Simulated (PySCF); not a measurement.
Family: silicon hydride cages (EH)n. Gas-phase values, no solvent. Each species was relaxed from one start; no search for lower structures was made at this level. Strings in code marks are SMILES.

The HOMO–LUMO gap from two functionals at the same geometries (B3LYP-D3(BJ)/def2-SVP), both in PySCF: PBE-D3(BJ)/def2-SVP and CAM-B3LYP-D3(BJ)/def2-SVP. 

```csv
species,CAM-B3LYP-D3(BJ)/def2-SVP (eV)
[3]prismane cage Si6H6 `[SiH]12[SiH]3[SiH]1[SiH]1[SiH]2[SiH]31`,6.80
[4]prismane cage Si8H8 `[SiH]12[SiH]3[SiH]4[SiH]1[SiH]1[SiH]2[SiH]3[SiH]41`,6.74
[5]prismane cage Si10H10 `[SiH]12[SiH]3[SiH]4[SiH]1[SiH]1[SiH]2[SiH]2[SiH]3[SiH]4[SiH]12`,7.06
[6]prismane cage Si12H12 `[SiH]12[SiH]3[SiH]4[SiH]1[SiH]1[SiH]4[SiH]4[SiH]5[SiH]3[SiH]2[SiH]5[SiH]14`,6.65
```

Problem. What does PBE-D3(BJ)/def2-SVP give for each?

Solution. 
- [3]prismane cage Si6H6 `[SiH]12[SiH]3[SiH]1[SiH]1[SiH]2[SiH]31`: 2.93
- [4]prismane cage Si8H8 `[SiH]12[SiH]3[SiH]4[SiH]1[SiH]1[SiH]2[SiH]3[SiH]41`: 2.95
- [5]prismane cage Si10H10 `[SiH]12[SiH]3[SiH]4[SiH]1[SiH]1[SiH]2[SiH]2[SiH]3[SiH]4[SiH]12`: 3.29
- [6]prismane cage Si12H12 `[SiH]12[SiH]3[SiH]4[SiH]1[SiH]1[SiH]4[SiH]4[SiH]5[SiH]3[SiH]2[SiH]5[SiH]14`: 2.93
Over these rows, drawn at random from the members with no instability flagged (it was tested for open shells, ions and some series alone), PBE minus CAM-B3LYP-D3(BJ): mean -3.79 eV, from -3.87 eV to -3.71 eV.
